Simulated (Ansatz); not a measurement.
System: InBr2, charge -1, multiplicity 1. 
Structure (B3LYP-D3(BJ)/def2-TZVP (Ansatz, a first-principles code) minimum search):
```
In
Br 1 2.7766
Br 1 2.7766 2 102.25
```
Charge -1, spin multiplicity 1.

Basis-set convergence of Hartree-Fock and CCSD correlation energies (hartree) with Ansatz. Correlated levels leave the core frozen unless marked. Spin-orbit coupling is left out. The frozen core is the preceding noble-gas configuration, with the filled d and f shells of earlier blocks. In def2 rows, elements after Kr have scalar-relativistic effective core potentials. This anion needs diffuse functions, which these sets lack.

```csv
basis,functions,E(HF),"E(corr, CCSD)"
def2-SVP,90,-5333.60938,-0.31249
def2-TZVPP,146,(withheld),(withheld)
```

Task: Complete the blanks.

Result: 
- def2-TZVPP, E(HF): -5334.25161
- def2-TZVPP, E(corr, CCSD): -0.41590
